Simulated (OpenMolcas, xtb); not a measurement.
**How methods differ on SnSiH4ClF (SMILES [F][SnH]([SiH3])[Cl])**

The species is SnSiH4ClF (8 atoms), meant as a singlet with charge 0. SMILES: `[F][SnH]([SiH3])[Cl]`. The coordinates come from a PBE0-D4/def2-TZVP relaxation.

Quantity: the HOMO–LUMO gap, in eV. The values are calculated.

| level | kind | program | value (eV) | CPU time |
| --- | --- | --- | --- | --- |
| GFN1-xTB | semi-empirical | xtb | 4.18 | under 2 s |
| HF/def2-SVP (core potential) | Hartree–Fock | OpenMolcas | 13.30 | 15 s |
| SVWN5/def2-SVP (core potential) | LDA | OpenMolcas | 5.00 | 35 s |
| BLYP/def2-SVP (core potential) | GGA | OpenMolcas | 5.07 | 47 s |
| revPBE/def2-SVP (core potential) | GGA | OpenMolcas | 5.20 | 48 s |
| r2SCAN/def2-SVP (core potential) | meta-GGA | OpenMolcas | 5.73 | 62 s |
| PBE0/def2-SVP (core potential) | global hybrid | OpenMolcas | 7.32 | 43 s |
| B2PLYP/def2-SVP (core potential) | double hybrid | OpenMolcas | 9.59 | 28 s |

The values span 4.18 to 13.30 eV. Orbital gaps aren't excitation energies, and those of double hybrids come from the SCF part alone; they tend to grow with the share of exact exchange. CPU times are rough (shared hosts, several kinds of processor and program).
